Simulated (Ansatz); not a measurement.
# GeH2Cl2 (dichlorogermane): the energy, rung by rung

GeH2Cl2 has 5 atoms, charge 0, and is taken as a singlet. SMILES: `[Cl][GeH2][Cl]`. Geometry: optimised at wB97X-V/def2-SVP.

| atom | x (Å) | y (Å) | z (Å) |
| --- | --- | --- | --- |
| Cl | -1.7743 | -0.1593 | 0.9808 |
| Ge | 0.0275 | 0.0807 | -0.1570 |
| Cl | 1.5813 | -1.0331 | 0.8144 |
| H | -0.1975 | -0.5196 | -1.5423 |
| H | 0.4130 | 1.5576 | -0.1374 |

Each level gives the dissociation energy of the Ge2–Cl1 bond into doublet GeH2Cl and doublet Cl (shapes relaxed at wB97X-V/def2-SVP, no zero-point term) (eV). The values are calculated.

| level | kind | program | value (eV) | CPU time (all runs) |
| --- | --- | --- | --- | --- |
| HF/def2-TZVP | Hartree–Fock | Ansatz | 3.17 | 3.3 s |
| PBE/def2-TZVP | GGA | Ansatz | 4.21 | 5.1 s |
| B3LYP/def2-TZVP | global hybrid | Ansatz | 4.00 | 7.3 s |
| wB97M-V/def2-TZVP | range-separated hybrid | Ansatz | 4.29 | 26 s |
| MP2/def2-TZVP | perturbation theory | Ansatz | 4.42 | 4.6 s |

All-electron rows without a relativistic Hamiltonian named are non-relativistic. The values span 3.17 to 4.42 eV. Hartree–Fock misses the correlation of the electron pair that is broken and comes out low. Measured bond enthalpies also hold zero-point and thermal terms, a few tenths of an eV less. In the correlated wave-function rows the outer d shell of Ge is correlated, in sets not made for it. In so small a basis fixed costs decide the times, and correlated methods can beat functionals. Times are those of the runs behind each value, whatever else they computed, on shared processors of several kinds: orders of magnitude only.
